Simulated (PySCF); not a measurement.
**MnS: from constants to spectrum**

ROHF-CCSD(T) constants of MnS, ⁶Σ⁺ (sextet), unpaired electrons σ ↑, π ↑↑, δ ↑↑ (basis Mn def2-TZVPP, S def2-TZVPP; no relativity; PySCF 2.14; masses 54.9380 and 31.9721 u):

- ωe: 480.2 cm⁻¹
- ωexe: 1.79 cm⁻¹
- Be: 0.19247 cm⁻¹
- αe: 0.000968 cm⁻¹
- De to Mn (3d5 4s2) + S: 2.62 eV

Problem. What force constant and bond length do these constants imply?

Solution. Reduced mass μred = 20.210 u; k = 5.8918×10⁻⁷·μred·ωe² (u, cm⁻¹, mdyn/Å) = 2.75 mdyn/Å; Re = √(16.8576/(μred·Be)) (u, cm⁻¹, Å) = 2.082 Å.

Problem. Estimate the centrifugal constant D from the Kratzer relation and find the Dunham coefficient a1.

Solution. D = 4Be³/ωe² = 1.24e-07 cm⁻¹; a1 = −1 − αeωe/(6Be²) = -3.09.

Correlated steps freeze 10 core orbitals. The CCSD T1 diagnostic is raised, a sign that a single reference may not be enough here. With d or f electrons several states lie close, and the lowest PBE0 determinant need not be the measured ground state.
